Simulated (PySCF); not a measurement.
C3H4N2.

```xyz
9

C     -0.9885     0.6849     0.0000
C      0.3663     1.1042     0.0000
N      1.2022     0.0691     0.0000
N      0.4045    -1.0077     0.0000
C     -0.9197    -0.6981     0.0000
H     -1.8845     1.3004     0.0000
H      0.7605     2.1201     0.0000
H      0.8200    -1.9312     0.0000
H     -1.6913    -1.4649     0.0000
```

Geometry optimised at B3LYP-D3(BJ)/def2-SVP.

Calculation: PBE/pcSseg-1 (PySCF). Non-relativistic, no solvent.

**Question.** Give the absolute GIAO shielding of each atom: isotropic value and principal components (ppm). (Estimate from the structure and the level; the computed values follow.)

**Answer.** 
| atom | σ(iso) | σ11 | σ22 | σ33 | span |
|---|---|---|---|---|---|
| C1 | 71.0 | -6.5 | 62.4 | 157.1 | 163.6 |
| C2 | 39.8 | -46.9 | 39.6 | 126.6 | 173.5 |
| N3 | -74.1 | -313.5 | -87.2 | 178.3 | 491.8 |
| N4 | 40.3 | -67.3 | 71.0 | 117.2 | 184.4 |
| C5 | 53.6 | -24.1 | 45.1 | 139.7 | 163.9 |
| H6 | 24.9 | 23.1 | 25.4 | 26.1 | 2.9 |
| H7 | 23.7 | 21.6 | 24.0 | 25.7 | 4.1 |
| H8 | 22.1 | 16.9 | 23.5 | 26.1 | 9.2 |
| H9 | 23.9 | 22.1 | 24.4 | 25.3 | 3.2 |
